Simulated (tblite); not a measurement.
Species: C5H13FSSi.
Z-matrix (Å and degrees, GFN2-xTB geometry), rows numbered from 1:
```
C 
C   1  1.5243
C   2  1.5183  1  110.98
S   3  1.8288  2  112.91  1  -176.76
Si  4  2.1521  3  101.65  2   -67.34
C   5  1.8989  4  111.58  3   -43.88
C   5  1.9129  4  104.23  3  -162.59
F   7  1.3806  5  109.38  4  -173.93
H   1  1.0875  2  110.59  3    61.00
H   1  1.0880  2  110.50  3   -58.99
H   1  1.0870  2  110.32  3  -178.97
H   2  1.0927  1  109.66  3   121.05
H   2  1.0913  1  109.87  3  -120.64
H   3  1.0895  2  110.65  1   -59.71
H   3  1.0888  2  111.46  1    61.57
H   5  1.4658  4  110.16  3    80.89
H   6  1.0866  5  111.79  4    74.93
H   6  1.0883  5  111.54  4   -45.80
H   6  1.0860  5  110.36  4  -165.45
H   7  1.0916  5  112.49  4   -55.71
H   7  1.0925  5  113.23  4    67.59
```

Calculated harmonic vibrations of the isolated species, GFN2-xTB (tblite), most abundant isotopes, no scaling. Against measured fundamentals such values can be off by several per cent, at times by over 20. Modes of hydrogen on silicon can be 10 to 20 % off. One conformer, not necessarily the lowest.

Harmonic wavenumbers (cm⁻¹): 34.9, 52.8, 62.1, 75.7, 112.2, 128.5, 152.4, 181.5, 198.2, 230.4, 236.3, 287.7, 368.4, 503.7, 610.4, 638.8, 684.0, 738.9, 743.5, 770.8, 788.1, 823.5, 828.0, 875.1, 946.2, 1028.3, 1047.0, 1084.0, 1118.5, 1195.2, 1218.5, 1235.9, 1267.4, 1274.4, 1336.0, 1366.4, 1413.4, 1440.9, 1453.4, 1469.4, 1477.2, 1494.3, 1499.3, 1503.0, 2232.0, 2957.5, 2969.3, 2970.5, 2987.3, 2996.3, 3002.3, 3017.0, 3032.4, 3034.9, 3039.2, 3044.2, 3045.2.

A = 2743, B = 618.3, C = 556.7 MHz; mass 152.049 u (most abundant isotopes); point group C1, symmetry number 1.

**Question.** What is the zero-point energy?

**Answer.** ½Σν̃ = 37161 cm⁻¹ = 444.55 kJ/mol.

**Question.** Entropy at 273.15 K, 1 bar (ideal gas, RRHO, classical rotation)?

**Answer.** Translation 169.70, rotation 125.31, vibration 163.87: S = 458.9 J/(mol K).

**Question.** And Cp and H(273.15 K) − H(0)?

**Answer.** Cp = 174.74 J/(mol K), of which vibrations give 141.48 (their classical limit is 57 R = 473.9); H(273.15 K) − H(0) = 31.05 kJ/mol without the zero-point energy, 21.97 from vibrations.

**Question.** What must be added to the electronic energy to get the Gibbs energy at 273.15 K and 1 bar?

**Answer.** ZPE + [H(273.15 K) − H(0)] − T·S = 444.55 + 31.05 − 125.34 = 350.26 kJ/mol.

**Question.** How do the functions run with temperature in this model?

**Answer.** 
| T (K) | S (J/(mol K)) | Cp (J/(mol K)) | H − H(0) (kJ/mol) | G − H(0) (kJ/mol) | ln q(vib) |
| --- | --- | --- | --- | --- | --- |
| 150 | 370.9 | 124.7 | 12.68 | -42.96 | 5.36 |
| 250 | 443.8 | 164.9 | 27.12 | -83.84 | 9.21 |
| 298.15 | 474.6 | 185.5 | 35.56 | -105.96 | 10.91 |
| 400 | 535.2 | 227.9 | 56.64 | -157.43 | 14.33 |
| 600 | 641.1 | 295.2 | 109.34 | -275.31 | 20.56 |
| 900 | 774.5 | 362.2 | 208.73 | -488.32 | 29.01 |

q(vib) and H(0) count from the zero-point level.

**Question.** Blend soft modes into free rotors: weight 1/[1 + (100 cm⁻¹/ν̃)⁴] for the oscillator and the rest for a rotor with moment μB/(μ + B), μ = h/(8π²ν), B = 10⁻⁴⁴ kg m². What vibrational entropy results?

**Answer.** 146.17 J/(mol K) in place of 163.87, which changes −T·S at 273.15 K by +4.84 kJ/mol.

Hindered rotation and anharmonicity are outside this model. Other conformers, if any are populated, would add a mixing term that is left out. The structure is chiral; the term R ln 2 for an equal mix with its mirror image is left out.

Time: 1.7 s. Hardware: one thread, Arm Neoverse N1 (aarch64), on a shared host. This covers the Hessian and the dipole derivatives.
